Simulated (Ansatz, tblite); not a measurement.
Cost and result up the ladder for Be₁₃O₁₃, a nanocrystal cut from zinc blende BeO (bare) (26 atoms). The state is a singlet with charge 0. Geometry: PBE-D4/def2-SVP.

```xyz
26

O    -0.349   -1.282   -1.536
O     1.664    0.271   -2.351
O    -0.893    0.809   -3.213
O    -1.672    0.987   -0.597
O     0.373    2.484   -1.435
O     2.101   -1.876   -0.659
O    -0.030   -3.430    0.127
O    -1.232   -1.177    1.107
O     1.240   -1.773    1.920
O     1.356    0.614    0.428
O    -0.503    2.588    1.190
O    -0.073    0.479    2.852
O    -2.622    1.016    1.967
Be    0.012   -0.234   -2.692
Be    0.474   -2.502   -0.905
Be    2.235   -0.918   -1.742
Be   -1.285   -0.581   -0.406
Be    1.266    1.200   -1.116
Be   -1.035    1.559   -1.950
Be   -1.960    1.670    0.822
Be   -0.036    2.976   -0.130
Be    1.712   -0.991    0.611
Be   -0.224   -2.419    1.185
Be   -1.611   -0.041    2.169
Be    0.721   -0.737    2.795
Be    0.372    1.307    1.562
```

Ansatz on 2 threads of AMD EPYC 7R13 on a shared host and a share (18 GiB) of an NVIDIA H100 80GB HBM3; xTB runs through tblite on one thread. Times are rough, summed over both states, and most runs start from the orbitals of an earlier one. PBE0-D4/def2-TZVP serves as the yardstick here, not as an exact answer. The other state is a doublet.

The xTB rows come from tblite. B3LYP takes the VWN-RPA correlation. Single mean-field runs in def2-TZVP are fitted with def2-universal-jkfit.

Run but left out: PBE-D4/def2-TZVP (charge +1 doublet: an occupied level 0.08 eV above an empty one).

Raw xTB energies of ions are shifted by several eV.

| level | functions | wall time | vertical IE (eV) | difference from PBE0-D4/def2-TZVP (eV) |
| --- | --- | --- | --- | --- |
| GFN1-xTB | 104 | 0.11 s | 11.48 | 2.98 |
| GFN2-xTB | 104 | 0.2 s | 13.71 | 5.21 |
| PBE0-D4/def2-TZVP | 650 | 11 s | 8.50 | 0.00 |
| B3LYP-D4/def2-TZVP (with forces) | 650 | 13 s | 8.44 | -0.06 |
